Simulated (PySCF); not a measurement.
# Solvent effects on NMR parameters

Geometry (Å), atoms numbered from 1 in this order:
```xyz
22

C    -2.038   -1.281    0.543
N    -0.941   -0.545   -0.035
C    -1.081   -0.293   -1.447
Si    0.038    0.532    0.936
Si   -0.792    2.734    1.078
Si    2.194    0.496    0.004
Si    2.506   -1.733   -0.657
H    -1.847   -1.488    1.606
H    -2.161   -2.254    0.033
H    -3.008   -0.747    0.471
H    -0.190    0.222   -1.843
H    -1.961    0.336   -1.692
H    -1.184   -1.241   -2.006
H     0.100   -0.059    2.311
H    -2.153    2.784    1.701
H    -0.891    3.314   -0.300
H     0.129    3.600    1.881
H     3.217    0.913    1.015
H     2.315    1.405   -1.181
H     2.190   -2.638    0.491
H     1.584   -2.050   -1.791
H     3.909   -2.000   -1.102
```

GIAO PBE0/pcSseg-1 in PySCF on one PBE0-D3(BJ)/def2-SVP conformer, non-relativistic, equivalent nuclei averaged. Solvents enter as an IEF-PCM continuum (chloroform with ε = 4.7, methanol with ε = 32.6) around the gas-phase geometry. Shifts are referred to TMS computed in the same medium.

Gas phase, δ in ppm: C1/C3 41.9, Si4 -24.9, Si7 -103.9, Si6 -111.0, Si5 -115.8, H14 5.14, H20/H21/H22 3.59, H19 3.57, H15/H16/H17 3.47, H18 3.41, H8/H9/H10/H11/H12/H13 2.39. Dipole moment 1.16 D.

**Question.** How does each δ change in the continuum?

**Answer.** 
| atoms | environment | Δδ, chloroform | Δδ, methanol |
| --- | --- | --- | --- |
| C1/C3 | methyl carbon bonded to N | +0.4 | +0.6 |
| Si4 | silicon bonded to N, 2 Si, H | -0.5 | -0.6 |
| Si7 | silicon bonded to Si, 3 H | 0.0 | 0.0 |
| Si6 | silicon bonded to 2 Si, 2 H | +0.5 | +0.6 |
| Si5 | silicon bonded to Si, 3 H | 0.0 | +0.1 |
| H14 | hydrogen on a silicon bonded to N, 2 Si | -0.01 | -0.02 |
| H20/H21/H22 | hydrogen on a silicon bonded to Si | -0.05 | -0.06 |
| H19 | hydrogen on a silicon bonded to 2 Si | -0.01 | -0.01 |
| H15/H16/H17 | hydrogen on a silicon bonded to Si | -0.06 | -0.08 |
| H18 | hydrogen on a silicon bonded to 2 Si | -0.04 | -0.06 |
| H8/H9/H10/H11/H12/H13 | hydrogen on a methyl carbon bonded to N | +0.04 | +0.05 |

Changes are relative to the gas phase. The dipole moment becomes 1.34 D in chloroform, 1.39 D in methanol.

**Question.** Which nuclei move most (in ppm), and what does the model miss?

**Answer.** C1/C3 (methyl carbon bonded to N, +0.6 ppm) and Si4 (silicon bonded to N, 2 Si, H, -0.6 ppm) and Si6 (silicon bonded to 2 Si, 2 H, +0.6 ppm) in methanol. A continuum only polarises the solute; specific hydrogen bonds, the anisotropy of aromatic solvents and changes of geometry or conformer are outside it.
